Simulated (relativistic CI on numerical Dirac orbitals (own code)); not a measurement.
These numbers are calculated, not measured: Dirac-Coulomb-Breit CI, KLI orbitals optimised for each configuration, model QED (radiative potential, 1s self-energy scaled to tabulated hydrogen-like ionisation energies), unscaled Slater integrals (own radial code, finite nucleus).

Configuration list (outside the closed core [Ne]): 3s2 3p6 3d6, 3s2 3p5 3d7, 3s2 3p4 3d8, 3s 3p6 3d7, 3p6 3d8, 3s2 3p6 3d5 4s, 3s 3p5 3d8, 3s2 3p6 3d5 4p, 3s2 3p6 3d5 4d, 3s2 3p6 3d5 4f, 3s2 3p6 3d4 4s2, 3s2 3p5 3d6 4s, 3s2 3p4 3d7 4s, 3s2 3p6 3d4 4s 4p, 3s2 3p4 3d7 4p, 3s2 3p5 3d6 4p, 3s2 3p6 3d5 5s, 3s2 3p6 3d4 4p2, 3s2 3p6 3d5 5p, 3s2 3p6 3d4 4s 4d, 3s 3p5 3d7 4s, 3s2 3p6 3d5 5d, 3s 3p6 3d6 4s, 3s 3p5 3d7 4p, 3s2 3p6 3d5 5f, 3s2 3p5 3d5 4s2, 3s 3p6 3d6 4p, 3p6 3d7 4s, 3s2 3p6 3d5 6p. Levels of other configurations are missing.

At this charge energies of transitions that change n are usually good to better than 1 %, and those within a shell (Δn = 0) to a few per cent. Terms inside the open d or f shell come out 10 to 20 % too wide with unscaled integrals.

Outline of the computed level scheme of Mo XIX. Lowest level of each configuration: 3s2 3p6 3d6 5D_4 at 0.000 eV; 3s2 3p5 3d7 5G°_6 at 142.584 eV.

Some strong electric-dipole decays among the lowest 45 levels: 3s2 3p5 3d7 3G°_5 → 3s2 3p6 3d6 5D_4 (6.4e+10 s⁻¹); 3s2 3p5 3d7 3D°_2 → 3s2 3p6 3d6 5D_1 (1.8e+10 s⁻¹); 3s2 3p5 3d7 5D°_4 → 3s2 3p6 3d6 5D_3 (1.3e+10 s⁻¹); 3s2 3p5 3d7 5G°_3 → 3s2 3p6 3d6 5D_2 (1.2e+10 s⁻¹); 3s2 3p5 3d7 5G°_5 → 3s2 3p6 3d6 5D_4 (1.1e+10 s⁻¹); 3s2 3p5 3d7 3D°_3 → 3s2 3p6 3d6 5D_2 (9.0e+09 s⁻¹); 3s2 3p5 3d7 5G°_4 → 3s2 3p6 3d6 5D_3 (8.7e+09 s⁻¹); 3s2 3p5 3d7 5G°_3 → 3s2 3p6 3d6 5D_3 (8.3e+09 s⁻¹).

LS names give the leading component of a level, which can be under half, so a name can repeat, a term be missing and a line seem to break the LS rules.
